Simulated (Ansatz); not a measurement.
Two members of one family (Series Sivinyl2X2), computed with Ansatz in the gas phase. The two geometries come from different levels. Binding counts from free atoms in the multiplicity of their measured ground term, without zero-point energy. A dash marks a value that wasn't run or was left out as unsound. The structures are stationary points that may keep the symmetry of their start.

First: Si(vinyl)2F2 (singlet, charge 0, r2SCAN-D4/def2-SVP geometry).

```xyz
13

Si    0.222    0.577   -0.115
C     1.282   -0.932   -0.230
C     1.949   -1.243   -1.353
H     1.369   -1.602    0.638
H     1.893   -0.606   -2.244
H     2.576   -2.140   -1.431
C    -1.542    0.290    0.349
C    -2.089    0.866    1.432
H    -2.165   -0.375   -0.265
H    -1.508    1.539    2.075
H    -3.133    0.697    1.719
F     0.318    1.319   -1.556
F     0.827    1.611    0.980
```

```
              level  HOMO (eV)  LUMO (eV)  gap (eV)  vertical triplet (eV)  binding per atom (eV)
    PBE-D4/def2-SVP      -7.04      -1.96      5.08                      –                   4.60
   PBE-D4/def2-TZVP      -7.15      -2.17      4.98                   4.20                   4.59
r2SCAN-D4/def2-TZVP      -7.37      -1.97      5.39                   3.91                   4.50
     B3LYP-D4/6-31G      -7.98      -1.03      6.96                      –                   4.23
   PBE0-D4/def2-SVP      -8.24      -1.01      7.23                      –                   4.51
```

Second: Si(vinyl)2(NHMe)2 (singlet, charge 0, PBE-D4/def2-SVP geometry).

Cartesian coordinates in Å:
```
Si 0.140 0.321 -0.077
C 1.293 0.331 -1.570
C 2.195 -0.649 -1.775
H 1.229 1.143 -2.322
H 2.294 -1.486 -1.058
H 2.871 -0.670 -2.648
C -1.638 0.154 -0.684
C -1.984 -0.146 -1.953
H -2.455 0.342 0.041
H -1.221 -0.351 -2.725
H -3.036 -0.207 -2.286
N 0.480 1.788 0.802
C -0.190 2.197 2.021
H 0.924 2.551 0.288
H -1.077 2.859 1.862
H -0.549 1.293 2.557
H 0.497 2.729 2.716
N 0.405 -0.986 1.045
C -0.206 -2.301 1.034
H 1.217 -0.900 1.660
H -0.551 -2.615 2.046
H -1.100 -2.289 0.378
H 0.463 -3.108 0.649
```

Estimate how these quantities change from the first to the second (second minus first).


```
              level  Δ HOMO (eV)  Δ LUMO (eV)  Δ gap (eV)  Δ vertical triplet (eV)  Δ binding per atom (eV)
    PBE-D4/def2-SVP         2.15         0.86       -1.29                        –                    -0.37
   PBE-D4/def2-TZVP         2.04         0.83       -1.21                    -0.18                    -0.38
r2SCAN-D4/def2-TZVP         2.00         0.85       -1.16                    -0.07                    -0.39
     B3LYP-D4/6-31G         2.19         0.97       -1.23                        –                    -0.24
   PBE0-D4/def2-SVP         1.96         0.91       -1.05                        –                    -0.34
```
